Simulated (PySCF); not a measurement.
## Two-component Hartree-Fock for Cu(2+) (copper, charge +2)

Start: [Ar] 3d9; 3d3/2 filled at m_j = -3/2, -1/2, +1/2, +3/2; 3d5/2 filled at m_j = -3/2, -1/2, +1/2, +3/2, +5/2. Calculated with PySCF 2.14 in x2c-TZVPPall-2c (6s7p4d2f1g, 70 functions): generalised Hartree-Fock with the X2C-1e Hamiltonian and a Gaussian nucleus; one run each with spin-orbit coupling (SO) switched off, then screened by Boettger's factors.

```csv
spinor shell,electrons,"ε, spin-free (eV)","ε, screened SO (eV)",weight of nominal j (screened SO),"rms radius, screened SO (bohr)"
1s1/2,2,-9073.9,-9073.8,1.000,0.0601
2s1/2,2,-1160.4,-1160.3,1.000,0.254
2p1/2,2,-1000.9,-1015.2,0.999,0.226
3s1/2,2,-166.76,-166.75,1.000,0.763
3p1/2,2,-117.74,-120.76,0.948,0.803
3p3/2,4,-117.74,-116.24,0.974,0.814
3d3/2,4,-39.760,-40.399,0.816,1.02
3d5/2,5,-39.760,-39.255,0.853,1.04
```

Where does 2p3/2 lie, and what is the 2p spin-orbit splitting (screened SO)?

At -993.86 eV, 21.364 eV above 2p1/2.

```json
{"quantity": "E (hartree)", "spin-free": "-1652.23369", "screened SO": "-1652.27852"}
{"quantity": "M_J", "spin-free": "5/2", "screened SO": "5/2"}
{"quantity": "⟨J²⟩", "spin-free": "8.754", "screened SO": "8.754"}
{"quantity": "⟨L²⟩", "spin-free": "6.003", "screened SO": "6.005"}
{"quantity": "⟨S²⟩", "spin-free": "0.751", "screened SO": "0.752"}
```

Each row is a mean over spinors that exchange with the open shell spreads, by up to 7.436 eV (3p3/2).

Rows whose weight is well below 1 are mixtures of j = l ± 1/2: exchange outweighs spin-orbit coupling there, and the label is only the starting occupation.

Without spin-orbit coupling the j labels of p, d and f shells carry no meaning; the spin-free column gives the mean over the occupied spinors of each nl shell.
